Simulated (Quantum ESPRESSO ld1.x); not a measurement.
One sound ld1.x (Quantum ESPRESSO 7.5) input for neutral holmium gives E = -12628.51 hartree in 29 iterations:

```
 &input
    zed=67.0,
    iswitch=1,
    rel=2,
    dft='PBE',
    config='[Xe] 4f11 6s2',
    verbosity='high',
    lsmall=.true.,
    prefix='ld1',
    max_out_wfc=37,
    file_charge='ld1.rho',
 /
```

Changed or added lines, one case at a time, and what came of them:

- relpert=.true.: refused. The program stops in ld1_readin with "perturbative SO-splitting for AE calculations with rel=0 only": the perturbative correction needs rel = 0.
- rel=1 lsd=1 dft='BLYP': silently wrong. The run ends normally, but in this build (ld1.x 7.5) Etot and Exc of a spin-polarised run lack the gradient corrections of exchange and correlation and come out near their LSDA values (nitrogen, PBE: -54.132 hartree against -54.536 from two other codes). The eigenvalues and orbitals are those of the GGA; the energies must not be used.
- config='[Xe] 4f11 6s2 7s4': refused. The program stops in el_config with "wrong occupancy:4": an s shell holds at most 2 electrons.
- config='[Xe] 4f11 6s2 6s2': refused. The program stops in el_config with "occupation wrong": a shell may stand twice only as spin up and down (lsd = 1) or as its two j (rel = 2, l > 0), within their capacities.
- xmin=-1.0: refused. The program stops in ld1_readin with "wrong xmin": xmin is refused above -2.
- rel=3: refused. The program stops in ld1_readin with "wrong rel": rel takes 0, 1 or 2.
- rmax=5000.0: harmless. The energy moves by less than 1e-5 hartree against the default mesh (-12628.51 hartree).
